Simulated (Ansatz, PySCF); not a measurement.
Dimer: CH4OSe (SMILES CO[SeH]) (first 7 atoms) with CH4 (SMILES C); geometry from B3LYP-D3(BJ)/def2-TZVP.
(charge 0, multiplicity 1):
```xyz
12

C      1.8353     0.8063     0.8019
O      0.4378     0.7690     0.5231
Se    -0.2413    -0.8850     0.2262
H      2.0930     0.1789     1.6584
H      2.0649     1.8478     1.0322
H      2.4225     0.4897    -0.0653
H      0.1688    -0.9781    -1.1963
C     -0.0456     0.0024     3.9507
H      0.2092    -0.9775     3.5478
H     -0.9104    -0.0907     4.6063
H      0.7993     0.3898     4.5192
H     -0.2776     0.6826     3.1329
```

Monomers are frozen at their geometry in the pair; levels with a basis set take the counterpoise correction.

Rows in 6-31G* carry no dispersion term and start afresh at each structure (6-31G* with six Cartesian d functions); the Pople sets are all-electron and without relativity. MP2/6-31G* freezes PySCF's default core, which leaves 3d correlated.

Codes used: Ansatz (Gaussian orbitals); PySCF for 6-31G* rows, the dispersion terms. Each number belongs to the level named beside it.

**Question.** What is the computed interaction energy (BLYP-D4/def2-TZVPPD)?

**Answer.** -1.3 kcal/mol

**Question.** Estimate the interaction energy that HF/6-31G* returns for this input.

**Answer.** 0.8 kcal/mol

**Question.** Predict the interaction energy from MP2/6-31G*.

**Answer.** -0.1 kcal/mol

Ansatz is an electronic-structure program.
